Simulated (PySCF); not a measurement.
## CuBr₂ + F₂ → CuF₂ + Br₂

Level: PBE0 in the def2-TZVP basis family, all electrons, no relativity, computed in PySCF with density fitting; open shells unrestricted.

| species | state and structure | E (Eh) | ZPE (kJ/mol) | H(298 K) − H(0) (kJ/mol) | S° (J/(mol K)) |
| --- | --- | --- | --- | --- | --- |
| CuBr₂ | doublet, D∞h, Cu–Br 2.204 Å (×2) | -6788.06736 | 4.4 | 15.1 | 308.7 |
| F₂ | singlet, D∞h, F–F 1.376 Å | -199.40856 | 6.6 | 8.7 | 201.9 |
| CuF₂ | doublet, D∞h, Cu–F 1.724 Å (×2) | -1839.86890 | 10.4 | 12.4 | 256.6 |
| Br₂ | singlet, D∞h, Br–Br 2.281 Å | -5147.70672 | 2.0 | 9.7 | 244.8 |

What is the electronic reaction energy?

At PBE0/def2-TZVP, ΔE = -261.8 kJ/mol from the differences of the total energies times 2625.5, downhill. Fluorination of this kind underlies dry etching and chamber cleaning.

Add zero-point, thermal and entropy terms for 298.15 K and 1 bar.

ΔZPE = 1.4 and Δ[H(298) − H(0)] = -1.7 kJ/mol give ΔH° = -262.1 kJ/mol. ΔS° = -9.2 J/(mol K), so ΔG° = -262.1 − 298.15 × (-0.0092) = -259 kJ/mol.

Open d or f shells are single determinants, so the state found may not be the ground state. Each species is the lowest minimum found with this bonding; other isomers or fragments can lie lower.
